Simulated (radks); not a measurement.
Values are calculated unless marked as measured or tabulated.
Coulomb parameter of the 5d shell of the platinum ion Pt3+ in the model configuration [Xe] 4f14 5d5.5 6p1.5, as a second difference U = [E(n + 0.5) + E(n - 0.5) - 2 E(n)] / (0.5)^2 with all orbitals relaxed. "Bare": the charge of the atom changes with n. "Screened": the 6p shell takes up the change at fixed total charge, which measures U(5d,5d) + U(6p,6p) - 2 U(5d,6p). Level of theory: scalar-relativistic Kohn-Sham, PBEsol, spin-unpolarised, spherical densities, finite nucleus; Fermi nuclear charge, rms radius 5.427 fm (a radial shooting solver on a logarithmic mesh with Libxc functionals).

| case | configuration | E - E(n) (eV) |
|---|---|---|
| start | [Xe] 4f14 5d5.5 6p1.5 | 0.000 |
| bare +0.5 | [Xe] 4f14 5d6 6p1.5 | -20.852 |
| bare -0.5 | [Xe] 4f14 5d5 6p1.5 | 24.277 |
| screened +0.5 | [Xe] 4f14 5d6 6p1 | -9.270 |
| screened -0.5 | [Xe] 4f14 5d5 6p2 | 9.847 |

U(bare) = 13.698 eV, U(screened by 6p) = 2.309 eV, against the Slater integral F0(5d,5d) = 17.157 eV with frozen orbitals.
